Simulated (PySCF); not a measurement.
A run for PySCF: R-HF/STO-3G on CH4O2S (a complex), monomers drawn apart or pushed together.

```python
from pyscf import gto, scf, dft, mp
from pyscf.data.elements import chemcore

mol = gto.M(
    atom='''
    S     0.17158978    0.50636564   -0.42564313
    H     0.09049469   -0.71357678    0.13820265
    H    -1.15546315    0.57069981   -0.62406380
    O    -0.24019328   -1.47724388    2.79771822
    C    -0.25524092   -0.54466588    3.55714295
    O    -0.13948154    0.74042106    3.22121545
    H    -0.36914243   -0.63961701    4.64515472
    H    -0.03755220    0.81120064    2.24498055
    ''',
    basis='sto-3g',
    charge=0, spin=0, verbose=3, max_memory=1800)
mf = scf.RHF(mol)
mf.conv_tol = 1e-8
mf.max_cycle = 100
mf.kernel()
if not mf.converged:
    mf = mf.newton().run(mf.mo_coeff, mf.mo_occ)
```

It printed:

```
converged SCF energy = -580.528608849053
```

The calculation finished and met its thresholds.

Cost: roughly 0.10 core-seconds.
